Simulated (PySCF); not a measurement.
Species: (LiF)4 cube, Li4F4.
Bonds: Li1–F2, Li1–F4, Li1–F6, F2–Li3, F2–Li7, Li3–F4, Li3–F8, F4–Li5, Li5–F6, Li5–F8, F6–Li7, Li7–F8.

The closed-shell ground state was solved at several levels (PySCF, density fitting, gas phase, non-relativistic). Isolated species at its PBE0-D3(BJ)/def2-SVP geometry (one conformer only). The dipole stays under 0.02 D at every level.

| level | basis functions | total energy (Eh) | HOMO (eV) | LUMO (eV) | gap (eV) |
| --- | --- | --- | --- | --- | --- |
| wB97X-D/def2-SVPD | 140 | -429.5802 | -11.39 | 0.75 | 12.14 |
| B3LYP/pcJ-1 | 152 | -430.0168 | -9.02 | -0.35 | 8.67 |
| KT2/pcSseg-1 | 116 | -435.6599 | -7.50 | -0.66 | 6.84 |

(1) What might PBE0/pcSseg-1 (116 basis functions) give for the same quantities?

(2) Over all these levels, which gives the widest orbital gap and which the narrowest?

Answers

(1) Total energy -429.4859 Eh, HOMO -9.37 eV, LUMO -0.18 eV, gap 9.19 eV.

(2) wB97X-D/def2-SVPD (range-separated hybrid) has the widest, 12.14 eV, and KT2/pcSseg-1 (GGA) the narrowest, 6.84 eV. Functional and basis both differ between the two, so the spread mixes both effects.

The pairwise dispersion term of wB97X-D wasn't added to the energies; at a given geometry it leaves orbitals and properties as they are.
